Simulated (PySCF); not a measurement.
F₂GeO.

```xyz
4

Ge     0.0000     0.0000     0.1133
O      0.0000     0.0000     1.7410
F      0.0000     1.3295    -0.9751
F      0.0000    -1.3295    -0.9751
```

Coordinates come from a B3LYP-D3(BJ)/def2-SVP optimisation.

Method: PBE/pcSseg-2 in PySCF. Non-relativistic, no solvent.

Problem. Give the absolute GIAO shielding of each atom: isotropic value and principal components (ppm). (The exact figures need the calculation; the answer reports its results.)

Solution. 
```csv
atom,σ(iso),σ11,σ22,σ33,span
Ge1,1420.3,1063.7,1148.3,2048.9,985.2
O2,36.2,-125.3,4.5,229.4,354.7
F3,225.1,97.0,176.4,401.9,304.9
F4,225.1,97.0,176.4,401.9,304.9
```
